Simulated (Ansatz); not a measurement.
CH8GeSi2 can be A, `[SiH3][SiH]1[CH2][GeH2]1`, or B, `[GeH3][CH]1[SiH2][SiH2]1`.

Calculated with Ansatz (gas phase, PBE0-D4/def2-TZVP geometries, no zero-point term in ΔE). CCSD(T)/CBS adds triple-zeta CCSD(T) − MP2 to the extrapolated MP2 energy (def2 sets, frozen cores). DFT in def2-TZVPP. B3LYP here is the variant with VWN-RPA as its local correlation; programs differ in this. For Ge outer-core shells are correlated without core-valence functions, which leaves a few kJ/mol of doubt a bond. Scalar relativity is left out up to krypton.

(1) Which isomer does CCSD(T)/CBS put lower? Give the gap. (Best estimate.)

(2) Give E(B) − E(A) in kcal/mol with PBE0-D4, ωB97M-V, HF/def2-TZVPP, PBE-D4, B3LYP, CCSD(T)/def2-TZVPP, CCSD/def2-TZVPP. (An estimate is asked.)

Largest T1 diagnostic: 0.013.

Answers

(1) Ansatz gave: A, by 3.0 kcal/mol.

(2) Ansatz gave: PBE0-D4 4.0, ωB97M-V 1.8, HF/def2-TZVPP 1.4, PBE-D4 5.0, B3LYP 4.5, CCSD(T)/def2-TZVPP 2.3, CCSD/def2-TZVPP 2.2. None reverses the order clearly.

The D4 term adds −0.9 kcal/mol with B3LYP and −0.4 kcal/mol with PBE0; it sums over pairs of atoms, weighted by their polarisabilities, and B3LYP, whose exchange is more repulsive, gets the larger term. From PBE to PBE0 (25 % exact exchange), in def2-TZVPP and without D4, E(B) − E(A) moves by −1.1 kcal/mol.
